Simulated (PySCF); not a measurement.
In(Cl)(Br)(Me) (CH3BrClIn), SMILES [CH3][In]([Cl])[Br].

Geometry optimised at PBE-D3(BJ)/def2-SVP. The structure was generated by enumeration; whether it is a known compound was not checked. The def2 effective core potentials stand for the cores of In; spin–orbit coupling is left out.

Calculation: TDA-PBE/def2-SVPD (PySCF 2.14.0).

Vertical excitations. The molecule is in vacuum.

```tsv
state	energy (eV)	λ (nm)	f	main pairs
S1	4.27	290	0.024	HOMO→LUMO 94 %
S2	4.40	282	0.004	HOMO−1→LUMO 99 %
S3	4.63	268	0.001	HOMO→LUMO+1 98 %
S4	4.63	268	0.042	HOMO−2→LUMO 81 %
S5	4.88	254	0.013	HOMO−3→LUMO 83 %, HOMO−2→LUMO+1 16 %
S6	4.93	252	0.006	HOMO−2→LUMO+1 83 %, HOMO−3→LUMO 16 %
S7	5.07	244	0.021	HOMO−1→LUMO+1 81 %
S8	5.54	224	0.001	HOMO−3→LUMO+1 82 %
S9	5.88	211	0.003	HOMO−4→LUMO+1 99 %
S10	6.15	202	0.001	HOMO−5→LUMO+1 99 %
T1	3.90	318	0	HOMO→LUMO 97 %
T2	4.13	300	0	HOMO−2→LUMO 95 %
T3	4.13	300	0	HOMO−1→LUMO 99 %
T4	4.54	273	0	HOMO→LUMO+1 99 %
```
Triplets are in the Tamm–Dancoff approximation.
